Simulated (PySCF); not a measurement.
# 29Si chemical shifts

In vacuum, relativity neglected, one computed conformer, rapidly exchanging positions averaged. Coordinates at the GFN2-xTB level; GIAO PBE0/pcSseg-1 shieldings; PySCF 2.14.

Shieldings were converted by a linear fit to measured shifts: 29Si: δ = 279.94 − 0.822σ (rms 8.9 ppm, 72 shifts, 25.8 ppm with the 6 outliers that the fit left out vs TMS, solution or neat liquid). Occasional misses reach two or three times the rms, and more in compound classes unlike the fitted ones.

Q: Give the 29Si shifts of `F/C=P\N([SiH3])[SiH3]`, `F[C@H]1CC[SiH2]C[SiH2]1`, `CC(=S)[C@H](Cl)[SiH2]CC[SiH3]`, `N#CCC([SiH3])[SiH3]`.

A: 
| compound | environment | δ (ppm) |
| --- | --- | --- |
| F/C=P\N([SiH3])[SiH3] | silicon bonded to N, 3 H (×2) | -40.6 |
| [F:1][C@H:2]1[CH2:3][CH2:4][SiH2:5][CH2:6][SiH2:7]1 | Si5: silicon bonded to 2 C, 2 H, in a 6-membered ring | -44.6 |
| [F:1][C@H:2]1[CH2:3][CH2:4][SiH2:5][CH2:6][SiH2:7]1 | Si7: silicon bonded to 2 C, 2 H, in a 6-membered ring | -46.1 |
| [CH3:1][C:2](=[S:3])[C@H:4]([Cl:5])[SiH2:6][CH2:7][CH2:8][SiH3:9] | Si6: silicon bonded to 2 C, 2 H | -25.9 |
| [CH3:1][C:2](=[S:3])[C@H:4]([Cl:5])[SiH2:6][CH2:7][CH2:8][SiH3:9] | Si9: silicon bonded to C, 3 H | -61.4 |
| N#CCC([SiH3])[SiH3] | silicon bonded to C, 3 H (×2) | -60.1 |
